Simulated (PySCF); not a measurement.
C3H9BrSi, SMILES [SiH2](Br)CCC, singlet, GFN2-xTB optimised geometry.

```
14

C      2.12    -1.28     0.00
C      0.59    -1.28     0.00
C      0.03     0.14     0.00
Si    -1.86     0.17     0.01
Br    -2.50     2.30     0.01
H      2.50    -0.77     0.89
H      2.50    -2.30    -0.01
H      2.50    -0.76    -0.88
H      0.23    -1.82    -0.88
H      0.23    -1.82     0.88
H      0.41     0.68     0.87
H      0.40     0.67    -0.88
H     -2.44    -0.40     1.22
H     -2.45    -0.41    -1.20
```

Density from PBE/def2-TZVP (PySCF) at that geometry.

Minimum of the electron density along straight lines between bonded atoms, close to the bond critical point (lines longer than 1.1 times the sum of covalent radii, or with two minima, are not listed):

| bond | length / Å | ρ at the minimum / e bohr⁻³ | ∇²ρ there / e bohr⁻⁵ | position (fraction from the first atom) |
|---|---|---|---|---|
| C1–C2 | 1.524 | 0.243 | -0.57 | 0.50 |
| C2–C3 | 1.526 | 0.240 | -0.55 | 0.50 |
| C3–Si4 | 1.891 | 0.121 | 0.12 | 0.61 |
| Si4–Br5 | 2.224 | … | 0.08 | 0.35 |
| C1–H6 | 1.088 | 0.277 | -0.93 | 0.64 |
| C1–H7 | 1.088 | 0.277 | -0.93 | 0.64 |
| C1–H8 | 1.088 | 0.277 | -0.93 | 0.64 |
| C2–H9 | 1.093 | 0.277 | -0.93 | 0.64 |
| C2–H10 | 1.093 | 0.277 | -0.93 | 0.64 |
| C3–H11 | 1.094 | 0.271 | -0.89 | 0.64 |
| C3–H12 | 1.094 | 0.271 | -0.89 | 0.64 |
| Si4–H13 | 1.457 | 0.127 | 0.17 | 0.50 |
| Si4–H14 | 1.457 | 0.127 | 0.17 | 0.50 |

**Question.** What belongs in the gaps?

**Answer.** 
- Si4–Br5, ρ at the minimum / e bohr⁻³: 0.088
